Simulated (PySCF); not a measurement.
## Palladium: a sound run and one with changed settings

Sound run: Pd [Kr] 4d10, Pd⁺ [Kr] 4d9. Calculation: PySCF 2.14, in def2-TZVP with the def2 core potential (28 electrons); scalar relativity through the core potential. In the sound run the correlated levels freeze 4s2 4p6 outside the core potential. The sound run starts from symmetry-adapted Hartree-Fock orbitals and uses a fine grid where one is needed.

Changed run: initial guess minao, at most 50 SCF cycles.

| species | method | sound run (hartree) | changed run (hartree) | converged |
| --- | --- | --- | --- | --- |
| Pd | UHF | -127.03019 | -127.03019 | yes |
| Pd | BP86 | -127.97382 | -127.97382 | yes |
| Pd | B3LYP | -127.91603 | -127.91603 | yes |
| Pd | MP2 | -127.29818 | -127.29818 | yes |
| Pd⁺ | UHF | -126.79939 | -126.79923 | yes |
| Pd⁺ | BP86 | -127.64775 | -127.64837 | no |
| Pd⁺ | B3LYP | -127.60094 | -127.60117 | yes |
| Pd⁺ | MP2 | -127.00486 | -127.00481 | yes |

Ionisation energy of Pd:

```csv
method,sound run (eV),changed run (eV)
UHF,6.281,6.285
B3LYP,8.574,8.568
MP2,7.982,7.983
SCS-MP2,7.805,7.806
```

Where the changed run lies lower, it found another determinant of the same configuration, with other orbitals of the open shell filled.

For comparison, NIST gives 8.337 eV between the lowest levels.
